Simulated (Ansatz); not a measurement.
Ansatz (a quantum-chemistry and plane-wave program) input (wB97X-V/def2-TZVP):

Ansatz 0.2 input:
```yaml
crystal:
  periodic: [false, false, false]
  atoms:
    - {symbol: C, position_ang: [-0.38439883, -0.12903652, -0.05555439]}
    - {symbol: O, position_ang: [-0.39962503, -0.10221980, 1.12034530]}
    - {symbol: O, position_ang: [0.64197255, 0.18977062, -0.85659836]}
    - {symbol: H, position_ang: [0.36761280, 0.07381259, -1.77664916]}
basis:
  gaussian:
    orbitals: def2-TZVP
hamiltonian:
  xc: {name: wB97X-V}
magnetization: {spin_polarized: true, initial_magnetization: 1}
relax: {f_tol: 0.003, max_steps: 100}
```

Output:

```
Functional definition: wB97X-V
integrals: 0.03 GiB planned
526 factors; their error is unknown
integrals: 0.06 GiB planned
123 factors; integrals over basis functions are off by at most 6.4e-6 eV
mean field: 0.38 GiB planned
mean field evaluation 1: about -5142.4020 eV, gradient 3.4e1 eV
mean field evaluation 2: about -5140.6444 eV, gradient 4.2e1 eV
mean field evaluation 4: about -5146.0689 eV, gradient 2.2e0 eV
mean field evaluation 8: about -5146.0920 eV, gradient 6.0e-2 eV
mean field evaluation 16: about -5146.0993 eV, gradient 8.4e-5 eV
mean field -5146.09928893 eV, -189.1156607168 hartree, gradient 8.4e-5 eV, S^2 0.753567; 0 other end points of the search recorded, 0 dependent functions left out
the calculation of the forces begins
reference -5146.09928824 eV, -189.1156606915 hartree; 12, 11 occupied and 87, 88 virtual orbitals, 526 factors
relax step   1: F+E_penalty+E_count = -5146.09928893 eV  Δ(F+E_penalty+E_count) = +0.000e0 eV  max|allowed force component| = 7.996e-2 eV/Å  Δτ_max = 0.0000 Å  (33 SCF iters, accepted)
these checks for a lower state are left out or cut short: starts, cluster_reference, orbital_swaps, neighbouring_geometries, increment
integrals: 0.03 GiB planned
526 factors; their error is unknown
integrals: 0.06 GiB planned
123 factors; integrals over basis functions are off by at most 6.4e-6 eV
mean field: 0.38 GiB planned
mean field -5146.09944177 eV, -189.1156663337 hartree, gradient 9.5e-6 eV, S^2 0.753559; 0 other end points of the search recorded, 0 dependent functions left out
the calculation of the forces begins
reference -5146.09944109 eV, -189.1156663084 hartree; 12, 11 occupied and 87, 88 virtual orbitals, 526 factors
relax step   2: F+E_penalty+E_count = -5146.09944177 eV  Δ(F+E_penalty+E_count) = -1.528e-4 eV  max|allowed force component| = 2.150e-2 eV/Å  Δτ_max = 0.0021 Å  (43 SCF iters, accepted)
these checks for a lower state are left out or cut short: starts, cluster_reference, orbital_swaps, neighbouring_geometries, increment
integrals: 0.03 GiB planned
526 factors; their error is unknown
integrals: 0.06 GiB planned
123 factors; integrals over basis functions are off by at most 6.4e-6 eV
mean field: 0.38 GiB planned
mean field evaluation 32: about -5146.0995 eV, gradient 9.4e-6 eV
mean field -5146.09947095 eV, -189.1156674058 hartree, gradient 9.5e-6 eV, S^2 0.753557; 0 other end points of the search recorded, 0 dependent functions left out
the calculation of the forces begins
reference -5146.09947026 eV, -189.1156673806 hartree; 12, 11 occupied and 87, 88 virtual orbitals, 526 factors
relax step   3: F+E_penalty+E_count = -5146.09947095 eV  Δ(F+E_penalty+E_count) = -2.918e-5 eV  max|allowed force component| = 6.302e-3 eV/Å  Δτ_max = 0.0015 Å  (43 SCF iters, accepted)
these checks for a lower state are left out or cut short: starts, cluster_reference, orbital_swaps, neighbouring_geometries, increment
integrals: 0.03 GiB planned
526 factors; their error is unknown
integrals: 0.06 GiB planned
123 factors; integrals over basis functions are off by at most 6.4e-6 eV
mean field: 0.38 GiB planned
mean field -5146.09947317 eV, -189.1156674876 hartree, gradient 9.5e-6 eV, S^2 0.753556; 0 other end points of the search recorded, 0 dependent functions left out
the calculation of the forces begins
reference -5146.09947249 eV, -189.1156674624 hartree; 12, 11 occupied and 87, 88 virtual orbitals, 526 factors
relax step   4: F+E_penalty+E_count = -5146.09947317 eV  Δ(F+E_penalty+E_count) = -2.226e-6 eV  max|allowed force component| = 2.799e-3 eV/Å  Δτ_max = 0.0003 Å  (43 SCF iters, accepted)
integrals: 0.03 GiB planned
526 factors; their error is unknown
integrals: 0.06 GiB planned
123 factors; integrals over basis functions are off by at most 6.4e-6 eV
mean field: 0.38 GiB planned
mean field evaluation 64: about -5146.0995 eV, gradient 2.4e-4 eV
mean field -5146.09947317 eV, -189.1156674876 hartree, gradient 9.5e-6 eV, S^2 0.753556; 1 other end points of the search recorded, 0 dependent functions left out
the calculation of the forces begins
reference -5146.09947249 eV, -189.1156674624 hartree; 12, 11 occupied and 87, 88 virtual orbitals, 526 factors
Total energy: -5146.09947249 eV, -189.1156674624 hartree
Atom 0 at    -0.383257    -0.128699    -0.057072 Å, force    -0.000598    -0.000166     0.001196 eV/Å
Atom 1 at    -0.399724    -0.102307     1.118356 Å, force    -0.001181    -0.000367     0.000924 eV/Å
Atom 2 at     0.643199     0.190190    -0.856143 Å, force     0.002799     0.000902    -0.000986 eV/Å
Atom 3 at     0.365344     0.073143    -1.773598 Å, force    -0.001019    -0.000369    -0.001134 eV/Å
Dipole moment:     0.024430    -0.009201    -0.638581 e Å
```

It need not be the lowest isomer of its formula.
